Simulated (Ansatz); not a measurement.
A series at Sn: from `[OH][SnH]([OH])[OH]`, ligands are replaced one by one, each step taking up H₂ and setting free H₂O; n counts the steps. Ansatz, PBE0-D4/def2-TZVP geometries. Each molecule was computed in one conformer, which needn't be the lowest.

| n | molecule | HOMO energy, ωB97M-V/def2-TZVPP (eV) |
| --- | --- | --- |
| 0 | `[OH][SnH]([OH])[OH]` | -11.14 |
| 1 | `[OH][SnH2][OH]` | -10.94 |
| 2 | `[OH][SnH3]` | ? |
| 3 | `[SnH4]` | -11.38 |

**Question.** By hand: fit a straight line y = ȳ + b (n − n̄) to the 3 given rows and predict n = 2.

**Answer.** n̄ = 1.333, ȳ = -11.153; Σ(n − n̄)(y − ȳ) = -0.467, Σ(n − n̄)² = 4.667, so b = -0.100 eV a step. Prediction: -11.153 + (-0.100) × (0.667) = -11.22 eV.

**Question.** By hand: compare with the computed value, -10.56 eV, and give the steps along the whole series.

**Answer.** The line misses by 0.66 eV (computed minus predicted). Steps: 0.20, 0.38, -0.82 eV.

The steps change sign along the series, so a line is a poor guide. The highest orbital can change its character along such a series. The miss is 80.5 % of the series' range.
